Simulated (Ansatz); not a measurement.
Born–Oppenheimer molecular dynamics of C₂H₆ClGeN (11 atoms, charge 0, multiplicity 1). It starts at the highest image of a converged band. Of that band: Neighbouring images differ by up to 2.3 eV, so the band resolves the path poorly. A vibrational analysis at the climbing image gives one clearly imaginary mode, 1238i cm⁻¹: a first-order saddle point.

The calculation used RKS B3LYP-D4/def2-SVP in Ansatz.

* ensemble: NVE (velocity Verlet)
* time step: 0.5 fs
* steps asked: 83
* starting velocities drawn for: 300 K
* seed: 7016

First frame:

```xyz
11
Properties=species:S:1:pos:R:3
C -1.868 0.287 0.441
C -0.783 -0.445 0.140
Ge 1.259 0.136 0.578
N 1.942 -0.200 -1.088
Cl 0.858 2.291 0.804
H -1.778 1.229 0.996
H -2.877 -0.003 0.122
H -0.877 -1.407 -0.383
H 0.185 -0.719 1.366
H 2.725 -0.846 -1.117
H 1.279 -0.380 -1.838
```

(1) What does the run give?

(2) What happens to the structure?

(3) How do temperature and energy run in time?

Results:

(1) The run went to its last step.

```yaml
steps_done: 83
time_covered: 41.5 fs
mean_temperature_over_the_second_half: 1190 K
spread_of_the_potential_energy_over_the_second_half: 43.4 meV per atom
mean_potential_energy_of_the_second_half_above_the_start: -94.0 meV per atom
```

The conserved energy stayed within 0.24 meV per atom of its start (net change 0.034 meV per atom), so the integration is sound. The system heated up, since it started high on the potential surface and ran downhill. A run of 0.042 ps of so small a system gives no equilibrium averages. The orbitals stay closed-shell, which can raise the energy where a bond breaks towards radicals; this wasn't checked here.

(2) The step under study would form C2–H9 and break Ge3–H9. These pairs go: C2–H9 1.59 → 3.48 Å, Ge3–H9 1.58 → 1.63 Å. In the last frame they stand as before the step (other bonds may differ from the relaxed reactants and products). It ends as one piece, C2H6ClGeN. Pairs count as bonded within 1.25 times the sum of covalent radii (0.12 Å more for H–H). Another seed would give other details.

(3) 
```
time (fs)  T (K)  potential energy less start (eV)  conserved less start (meV/atom)
      0.0    300                             0.000                             0.00
      2.0    216                             0.099                             0.16
      4.0    205                             0.111                             0.08
      6.0    188                             0.131                             0.11
      8.0    197                             0.122                             0.18
     10.0    354                            -0.062                             0.09
     12.0    517                            -0.251                             0.17
     14.0    847                            -0.634                             0.17
     16.0   1330                            -1.199                            -0.05
     18.0   1622                            -1.538                            -0.03
     20.0   1759                            -1.698                            -0.04
     22.0   1729                            -1.664                            -0.06
     24.0   1568                            -1.474                             0.11
     26.0   1523                            -1.423                             0.00
     28.0   1458                            -1.346                             0.05
     30.0   1424                            -1.307                             0.03
     32.0   1359                            -1.234                            -0.13
     34.0   1008                            -0.822                             0.05
     36.0    671                            -0.430                             0.16
     38.0    593                            -0.340                             0.10
     40.0    656                            -0.414                             0.07
```

Time of the run: 6.2 min on 2 threads of Arm Neoverse V1 (shared host), peak memory 0.32 GiB.
